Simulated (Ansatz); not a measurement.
Frontier orbitals of CH$_{3}$FOSn.

```tsv
atom	x (Å)	y (Å)	z (Å)
F1	2.588	-0.695	-0.258
C2	1.473	-0.084	0.070
O3	0.416	-0.481	-0.294
Sn4	-1.676	0.737	0.370
H5	1.663	0.796	0.694
H6	-2.326	-0.863	0.747
H7	-2.137	0.591	-1.330
```

Charge 0, multiplicity 1. Correlated methods include outer-core shells of Sn, which these sets cover unevenly. Sn: def2 effective core potential. The bonds changed during the relaxation, so this is another structure than the one it started from. All single points use the PBE0-D4/def2-TZVP geometry. Basis def2-TZVPP, Ansatz.

Orbital energies of one run (eV). Highest occupied ones, from the top: -6.07, -7.78, -10.75, -12.39, -12.43, -13.42, -15.70, -15.94, -17.43, -19.89, -27.27, -27.39, -27.55, -27.63. Empty: -1.99, -1.62, 0.73, 1.15, 2.03, 2.40.

Problem. Which functional gave them?
A. PBE0
B. CAM-B3LYP
C. BHLYP
D. revPBE

Solution. A. HOMO energies: PBE0 -6.07, BHLYP -6.93, CAM-B3LYP -7.30, revPBE -5.06 eV.
